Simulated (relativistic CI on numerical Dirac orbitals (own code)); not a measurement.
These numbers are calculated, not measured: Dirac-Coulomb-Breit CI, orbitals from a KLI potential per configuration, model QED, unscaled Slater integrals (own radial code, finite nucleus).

The strongest absorption lines from the ground level of an ion, among the configurations computed and to levels below about 1360 eV (vacuum wavelength in Å, gf): 16.227 (0.13), 18.914 (0.5), 22.671 (0.066), 23.602 (0.59), 24.383 (0.39), 43.336 (5.8), 53.708 (0.12), 58.364 (0.00077).

Problem. Which ion is it?
A. Pt32+
B. Tl35+
C. Re29+
D. Hf26+

Solution. A. Pt32+ has 46 electrons and the ground level 4s2.4p6.4d10 1S_0; the strongest line goes to 4s2.4p6.4d9.4f 1P°_1. The pattern of lines fixes the number of electrons, and along that sequence the line energies rise steadily with the charge (about as its square where n changes within one kind of shell, about linearly where n is kept but much faster in heavy ions where fine structure, which grows about as Z⁴, sets the gap, and irregularly where shells cross), which fixes Z. Configurations outside the model, such as inner-shell arrays, can give stronger lines. At this charge energies of transitions that change n are usually good to better than 1 %, and those within a shell (Δn = 0) to a few per cent.

LS names give the leading component of a level, which can be under half, so a name can repeat, a term be missing and a line seem to break the LS rules.
